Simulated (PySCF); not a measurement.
**Cr⁺ (chromium, charge +1): r2SCAN calculation**

Configuration: [Ar] 3d4 4p1, one real determinant (an excited configuration). All numbers are calculated (PySCF 2.14, the spin-free X2C one-electron Hamiltonian (Gaussian nucleus), in x2c-QZVPPall (11s7p5d3f2g, 96 functions)).

```
Total energy                                                  : -1050.298 hartree
One-electron energy                                           : -1435.350 hartree
Hartree (Coulomb) energy                                      : 433.874 hartree
Exchange-correlation energy                                   : -48.823 hartree
⟨S²⟩                                                          : 8.7508
⟨L²⟩                                                          : 8.007
Sum of ⟨r⟩                                                    : 18.25 bohr
Sum of ⟨r²⟩                                                   : 30.91 bohr²
Traceless quadrupole moment −½Σ⟨3z² − r²⟩ along its main axis : -5.07 e·bohr²
Langevin diamagnetic susceptibility                           : -24.5 ×10⁻⁶ cm³/mol
```

| shell | electrons | mean orbital energy (eV) | spread (eV) | rms radius, mean of both spins (bohr) |
| --- | --- | --- | --- | --- |
| 1s α | 1 | -5910.7 | 0 | 0.0735 |
| 1s β | 1 | -5910.7 | 0 | 0.0735 |
| 2s α | 1 | -688.41 | 0 | 0.318 |
| 2s β | 1 | -686.45 | 0 | 0.318 |
| 2p α | 3 | -579.07 | 0.320 | 0.288 |
| 2p β | 3 | -577.54 | 0.665 | 0.288 |
| 3s α | 1 | -91.218 | 0 | 0.965 |
| 3s β | 1 | -86.224 | 0 | 0.965 |
| 3p α | 3 | -61.389 | 0.196 | 1.04 |
| 3p β | 3 | -56.326 | 1.474 | 1.04 |
| 3d α | 4 | -16.577 | 0.935 | 1.40 |
| 4p α | 1 | -8.486 | 0 | 3.74 |

⟨L²⟩ = 8.01 against 12 for a pure F term, so this real determinant mixes terms.

Densities and radii are taken from the X2C orbitals without a picture-change correction, which distorts them close to the nucleus.
